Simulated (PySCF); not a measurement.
These are PBE-D3(BJ)/def2-TZVP // BP86-D3(BJ)/def2-SVP (PySCF 2.14.0) values and carry that method's errors. Gas-phase values, no solvent. One relaxed conformer stands for a flexible species; it need not be the lowest. 

Reference species: [Hf(OH)(NH2)3] (neutral, multiplicity 1).

```json
{
  "LUMO": "-0.57 eV",
  "coordination_number": "4"
}
```

Changed species: [Hf(OH)4] (0 of 4 OH replaced by NH2; the reference has 3 of 4 OH replaced by NH2).

Question: Give the shifts of the LUMO and coordination number.

Answer: the LUMO drops by 0.05 eV, to -0.62 eV; the coordination number hardly moves.
